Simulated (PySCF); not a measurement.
MS for M along the 4d metals

CCSD(T) with triple-zeta basis sets in PySCF, for the lowest determinant that a PBE0 search found; no spin–orbit coupling. De refers to high-spin ground-configuration atoms.

```json
{"M": "Y", "basis": "x2c-TZVPPall", "reference, frozen orbitals": "UHF, 19", "state (unpaired electrons)": "doublet (σ ↑)", "Re (Å)": "2.294", "ωe (cm⁻¹)": "490", "De (eV)": "5.17"}
{"M": "Nb", "basis": "def2-TZVPP", "reference, frozen orbitals": "ROHF, 5", "state (unpaired electrons)": "quartet (σ ↑, δ ↑↑)", "Re (Å)": "2.141", "ωe (cm⁻¹)": "548", "De (eV)": "5.41"}
{"M": "Tc", "basis": "def2-TZVPP", "reference, frozen orbitals": "ROHF, 5", "state (unpaired electrons)": "sextet (σ ↑, π ↑↑, δ ↑↑)", "Re (Å)": "2.126", "ωe (cm⁻¹)": "504", "De (eV)": "3.80"}
{"M": "Ru", "basis": "def2-TZVPP", "reference, frozen orbitals": "ROHF, 5", "state (unpaired electrons)": "quintet (σ ↑, π ↑↑, δ ↑)", "Re (Å)": "2.085", "ωe (cm⁻¹)": "503", "De (eV)": "3.90"}
{"M": "Pd", "basis": "def2-TZVPP", "reference, frozen orbitals": "ROHF, 5", "state (unpaired electrons)": "triplet (π ↑↑)", "Re (Å)": "2.100", "ωe (cm⁻¹)": "439", "De (eV)": "2.65"}
{"M": "Ag", "basis": "x2c-TZVPPall", "reference, frozen orbitals": "UHF, 19", "state (unpaired electrons)": "doublet (π ↑)", "Re (Å)": "2.304", "ωe (cm⁻¹)": "325", "De (eV)": "2.08"}
```

Problem. By what factor does the well depth vary along the series?

Solution. At CCSD(T) it runs from 2.08 eV (AgS) to 5.41 eV (NbS), a factor of 2.60.

The rows differ in basis set, which adds steps of its own.

The state changes along the series, so neighbouring rows are not always alike in their bonding.

Correlated steps freeze the inner cores (5 to 19 orbitals); shallow outer-core shells are correlated. UHF and ROHF references stand side by side, which adds small steps between rows. Spin–orbit coupling is left out, which matters for elements this heavy, above all for dissociation energies. The CCSD T1 diagnostic is raised in NbS, PdS, RuS, TcS, a sign that a single reference may not be enough there. With d or f electrons several states lie close, and the lowest PBE0 determinant need not be the measured ground state.
